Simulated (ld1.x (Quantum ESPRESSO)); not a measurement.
# Configuration tests for Hf (Z = 72) (TM)

Hf, norm-conserving Troullier–Martins (Kleinman–Bylander form), made with ld1.x (Quantum ESPRESSO) 7.5 (PBEsol, scalar-relativistic). Core [Kr] 4d10 4f14, reference 5s2 5p6 5d2 6s1.5 6p0.5. Waves: 5s (bound): rc 1.95 bohr; 5p (bound): rc 1.75 bohr; 5d (bound): rc 2.55 bohr. Local part: all-electron potential smoothed inside 1.50 bohr (lloc = -2). Core correction: none.

Occupied shells without a wave of their own: 6p, 6s. They enter only through the test configuration that unscreens the potential.

Energies are relative to the spin-unpolarised reference configuration 5s2 5p6 5d2 6s1.5 6p0.5; without spin polarisation the order of configurations can differ from experiment.

**Question.** Give the all-electron excitation energy and the error of the potential for: 5s2 5p6 5d2 6s2 6p0; 5s2 5p6 5d2 6s1 6p0; 5s2 5p6 5d2 6s0 6p0; 5s2 5p6 5d3 6s1 6p0; 5s2 5p6 5d1 6s2 6p1; 5s2 5p6 5d1 6s2 6p0; 5s2 5p6 5d2 6s1.5 6p0.

**Answer.**

```tsv
valence configuration	charge	ΔE all-electron (eV)	error AE − PS (meV)
5s2 5p6 5d2 6s2 6p0	0	-1.906	+129
5s2 5p6 5d2 6s1 6p0	+1	6.103	-164
5s2 5p6 5d2 6s0 6p0	+2	20.265	-629
5s2 5p6 5d3 6s1 6p0	0	0.689	-119
5s2 5p6 5d1 6s2 6p1	0	0.102	+166
5s2 5p6 5d1 6s2 6p0	+1	4.634	+182
5s2 5p6 5d2 6s1.5 6p0	+0.5	1.363	-0.1
```

Levels in the configuration 5s2 5p6 5d1 6s2 6p1:

```tsv
level	all-electron (eV)	pseudo (eV)
5s	-70.494	-70.365
5p	-38.877	-38.790
5d	-5.005	-4.953
6s	-6.579	-6.871
6p	-2.282	-2.274
```

ld1.x printed “convergence not achieved” for 6 of the counted tests; their residual had stalled under 1e-8, short of the target of 1e-14. The 6p, 6s levels have no wave, so the channel is fitted at the deeper level alone: the likely source of the large errors.
